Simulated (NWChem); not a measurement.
Species: CH₃Si, doublet; SMILES C=[SiH]

Computed with NWChem. Spin-unrestricted. Coordinates come from a PBE-D3(BJ)/def2-SVP, spin-unrestricted optimisation. No stability test was run on the SCF state. Vertical excitations in the gas phase; the lowest state need not have the same character in each row. Excited states of an open shell can be spin-contaminated.

Question: Among these, which level gives the lowest value of “lowest excitation (eV)”?
(A) B3LYP/aug-cc-pVDZ, TDA
(B) BHandHLYP/aug-cc-pVDZ, TDA
(C) PBE/aug-cc-pVDZ, TDA

Answer: A, B3LYP/aug-cc-pVDZ, TDA. Values: B3LYP/aug-cc-pVDZ, TDA 1.28; PBE/aug-cc-pVDZ, TDA 1.36; BHandHLYP/aug-cc-pVDZ, TDA 1.61
